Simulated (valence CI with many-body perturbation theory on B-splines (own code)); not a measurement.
## Hg LX: E2, M1 decay

Method: relativistic CI+MBPT: three valence electrons over a frozen Dirac-Fock core [Ar], a basis of 9 s, 9 p, 10 d, 8 f, 5 g, 3 h, 1 i functions for each j, with the one-electron correlation potential Σ1, the two-electron term Σ2, the three-electron term Σ3, Breit, model QED; selected CI, second order for the rest (own B-spline code, finite nucleus).

The last digits are not significant, and no measured levels were compared; by estimate large intervals hold to a few tenths of a per cent, small ones and those within an open d or f shell to about a per cent. The list stops below the first excitations out of the core. Only levels of the ground parity were solved; by the run's estimate the other parity begins above the list, which can be wrong where configurations are misplaced.

Lines 1 to 36 of 36 in falling wavelength, among levels below 2078500 cm⁻¹, chosen from the decays that carry over 1 % of a level's rate. Wavelengths and rates use the calculated energies. Electric multipoles are in the length gauge, E1 and E2 with the static RPA response of the core. S is in atomic units (e²a₀⁴ for E2 and M2, e²a₀⁶ for E3), for M1 in squared Bohr magnetons. Weak lines are less certain than strong ones. Lines between different terms over intervals too small for the method are left out, as are lines whose strength nearly cancels. The highest levels of a list are the least certain.

Levels are named by their leading jj configuration (3d3/2^4 stands for four electrons in 3d with j = 3/2), which in mixed levels can hold well under half, so a name can repeat and another be missing. Letters in brackets count levels of one name in rising energy.

```
λ vac (nm)                      Upper                      Lower  Type   A (s⁻¹)  S (a.u.)
     117.6      (3d3/2^2 3d5/2) J=9/2  (3d3/2^2 3d5/2) J=5/2 [a]    E2  3.94e-04  7.92e-06
     111.0      (3d3/2^2 3d5/2) J=7/2  (3d3/2^2 3d5/2) J=5/2 [a]    M1  7.87e+03  3.19e+00
     43.77  (3d3/2^2 3d5/2) J=5/2 [b]      (3d3/2^2 3d5/2) J=7/2    M1  1.38e+04  2.58e-01
     37.89  (3d3/2^2 3d5/2) J=5/2 [b]      (3d3/2^2 3d5/2) J=3/2    M1  4.29e+04  5.19e-01
     31.39  (3d3/2^2 3d5/2) J=5/2 [b]  (3d3/2^2 3d5/2) J=5/2 [a]    M1  1.69e+04  1.16e-01
     15.75  (3d3/2 3d5/2^2) J=3/2 [a]  (3d3/2^2 3d5/2) J=5/2 [b]    M1  4.55e+05  2.63e-01
     14.90  (3d3/2 3d5/2^2) J=5/2 [a]  (3d3/2^2 3d5/2) J=5/2 [b]    M1  2.29e+06  1.68e+00
     13.26  (3d3/2 3d5/2^2) J=7/2 [b]  (3d3/2^2 3d5/2) J=5/2 [b]    M1  8.59e+05  5.94e-01
     13.22  (3d3/2 3d5/2^2) J=5/2 [b]  (3d3/2^2 3d5/2) J=5/2 [b]    M1  3.77e+06  1.94e+00
     12.93  (3d3/2 3d5/2^2) J=7/2 [a]      (3d3/2^2 3d5/2) J=7/2    M1  3.73e+06  2.39e+00
     12.69  (3d3/2^2 3d5/2) J=5/2 [a]            (3d3/2^3) J=3/2    M1  1.09e+07  4.97e+00
     12.27      (3d3/2 3d5/2^2) J=9/2      (3d3/2^2 3d5/2) J=7/2    M1  4.02e+06  2.75e+00
     12.19      (3d3/2 3d5/2^2) J=9/2      (3d3/2^2 3d5/2) J=9/2    M1  7.16e+06  4.81e+00
     11.87      (3d3/2^2 3d5/2) J=3/2            (3d3/2^3) J=3/2    M1  8.67e+06  2.15e+00
     11.75  (3d3/2 3d5/2^2) J=3/2 [a]      (3d3/2^2 3d5/2) J=1/2    M1  2.27e+06  5.46e-01
     11.58  (3d3/2 3d5/2^2) J=7/2 [a]  (3d3/2^2 3d5/2) J=5/2 [a]    M1  1.51e+07  6.95e+00
     11.40      (3d3/2 3d5/2^2) J=1/2      (3d3/2^2 3d5/2) J=1/2    M1  1.33e+07  1.46e+00
     11.39      (3d3/2^2 3d5/2) J=7/2            (3d3/2^3) J=3/2    E2  1.87e+03  2.55e-04
     11.22      (3d3/2^2 3d5/2) J=1/2            (3d3/2^3) J=3/2    M1  3.21e+06  3.36e-01
     11.12  (3d3/2 3d5/2^2) J=3/2 [a]      (3d3/2^2 3d5/2) J=3/2    M1  1.29e+07  2.64e+00
     11.12  (3d3/2 3d5/2^2) J=5/2 [a]      (3d3/2^2 3d5/2) J=7/2    M1  6.22e+05  1.90e-01
     11.08     (3d3/2 3d5/2^2) J=11/2      (3d3/2^2 3d5/2) J=9/2    M1  4.28e+06  2.59e+00
     10.81      (3d3/2 3d5/2^2) J=1/2      (3d3/2^2 3d5/2) J=3/2    M1  8.55e+05  8.00e-02
     10.70  (3d3/2 3d5/2^2) J=5/2 [a]      (3d3/2^2 3d5/2) J=3/2    M1  7.48e+06  2.04e+00
     10.61  (3d3/2 3d5/2^2) J=3/2 [b]  (3d3/2^2 3d5/2) J=5/2 [b]    M1  6.98e+06  1.24e+00
     10.49  (3d3/2 3d5/2^2) J=3/2 [a]  (3d3/2^2 3d5/2) J=5/2 [a]    M1  5.73e+06  9.80e-01
     10.18  (3d3/2 3d5/2^2) J=7/2 [b]      (3d3/2^2 3d5/2) J=7/2    M1  2.26e+06  7.08e-01
     10.15  (3d3/2 3d5/2^2) J=5/2 [b]      (3d3/2^2 3d5/2) J=7/2    M1  3.19e+06  7.43e-01
     10.12  (3d3/2 3d5/2^2) J=7/2 [b]      (3d3/2^2 3d5/2) J=9/2    M1  1.93e+06  5.93e-01
     10.11  (3d3/2 3d5/2^2) J=5/2 [a]  (3d3/2^2 3d5/2) J=5/2 [a]    M1  1.35e+06  3.10e-01
     9.322  (3d3/2 3d5/2^2) J=7/2 [b]  (3d3/2^2 3d5/2) J=5/2 [a]    M1  4.47e+05  1.07e-01
     9.303  (3d3/2 3d5/2^2) J=5/2 [b]  (3d3/2^2 3d5/2) J=5/2 [a]    M1  1.87e+05  3.36e-02
     9.036  (3d3/2^2 3d5/2) J=5/2 [b]            (3d3/2^3) J=3/2    M1  7.72e+05  1.27e-01
     8.634  (3d3/2 3d5/2^2) J=3/2 [b]      (3d3/2^2 3d5/2) J=1/2    M1  1.32e+05  1.26e-02
     8.289  (3d3/2 3d5/2^2) J=3/2 [b]      (3d3/2^2 3d5/2) J=3/2    M1  8.77e+05  7.41e-02
     7.930  (3d3/2 3d5/2^2) J=3/2 [b]  (3d3/2^2 3d5/2) J=5/2 [a]    M1  1.70e+06  1.26e-01
```
